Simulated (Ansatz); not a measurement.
Reaction (ligand exchange at a B–C bond): `O=CB(F)[SiH3]` + HBr → `FB([SiH3])Br` + `C=O`

Computed with Ansatz on PBE0-D4/def2-TZVP structures; ΔE is electronic, products minus reactants. CBS: MP2 limit from def2 TZ/QZ plus the TZ coupled-cluster correction, frozen cores. This one scheme is used for every species. For Br outer-core shells are correlated without core-valence functions, which leaves a few kJ/mol of doubt a bond. Scalar relativity is left out up to krypton. One conformer a species, not always the lowest.

`O=CB(F)[SiH3]`:

Cartesian coordinates in Å:
```
O -1.351 1.642 0.499
C -1.608 0.668 -0.170
B -0.479 -0.440 -0.466
F -0.832 -1.433 -1.262
Si 1.382 -0.284 0.343
H -2.635 0.542 -0.587
H 2.228 -1.449 -0.025
H 1.270 -0.207 1.824
H 2.025 0.962 -0.155
```

HBr:

Cartesian coordinates in Å:
```
Br 0.157 -0.620 -0.310
H -0.157 0.620 0.310
```

`FB([SiH3])Br`:

Cartesian coordinates in Å:
```
F -0.032 -1.941 -1.049
B -0.034 -0.632 -0.944
Si 0.031 0.353 0.826
Br -0.103 0.369 -2.584
H -1.180 1.209 0.934
H 0.083 -0.583 1.979
H 1.235 1.225 0.838
```

`C=O`:

```xyz
4

C     0.002    0.004    0.003
O    -0.411   -0.921   -0.634
H     0.049    1.030   -0.414
H     0.360   -0.113    1.045
```

```json
{"species": "`O=CB(F)[SiH3]`", "CCSD(T)/CBS(def2) energy (Eh)": "-529.29997"}
{"species": "HBr", "CCSD(T)/CBS(def2) energy (Eh)": "-2573.91920"}
{"species": "`FB([SiH3])Br`", "CCSD(T)/CBS(def2) energy (Eh)": "-2988.86296"}
{"species": "`C=O`", "CCSD(T)/CBS(def2) energy (Eh)": "-114.39408"}
```

Q: Work out ΔE.

A: ΔE = (-2988.86296) + (-114.39408) − (-529.29997) − (-2573.91920) = -0.03787 Eh = -99.4 kJ/mol.

Largest T1 diagnostic among the species: 0.015.

At CCSD(T), def2-SVP lies +6.0 kJ/mol from the extrapolated value and def2-TZVPP +2.1 kJ/mol. Leaving LDA and LC-ωPBE aside and taking each functional with its dispersion term where it has one, the values, not all of them listed here, spread over 10.2 kJ/mol, from r2SCAN-D4 to CAM-B3LYP-D4.
